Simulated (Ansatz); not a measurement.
Consider the redistribution: `F[SiH](F)[O][GeH3]` + `O=C[CH2][GeH3]` → `F[SiH](F)[CH2][GeH3]` + `O=C[O][GeH3]`.

Calculated with Ansatz (gas phase, PBE0-D4/def2-TZVP geometries, no zero-point term in ΔE). CCSD(T)/CBS adds triple-zeta CCSD(T) − MP2 to the extrapolated MP2 energy (def2 sets, frozen cores). DFT in def2-TZVPP. For Ge outer-core shells are correlated without core-valence functions, which leaves a few kJ/mol of doubt a bond. Scalar relativity is left out up to krypton. One conformer a species, not always the lowest.

```json
{"level": "r2SCAN", "ΔE (kJ/mol)": "61.6"}
{"level": "CCSD/CBS(def2)", "ΔE (kJ/mol)": "77.9"}
```

What does CCSD(T)/CBS give? (An estimate is asked.)

The calculation gave: +73.2 kJ/mol. The listed levels differ from it by -11.6, 4.7 kJ/mol.

Largest T1 diagnostic among the species: 0.015.

From PBE to PBE0 (25 % exact exchange), in def2-TZVPP and without D4, ΔE moves by +7.6 kJ/mol. In def2-TZVPP, CCSD(T) changes the Hartree–Fock value by −18.3 kJ/mol (the triples alone add −4.7 kJ/mol) and MP2 by −17.1 kJ/mol.
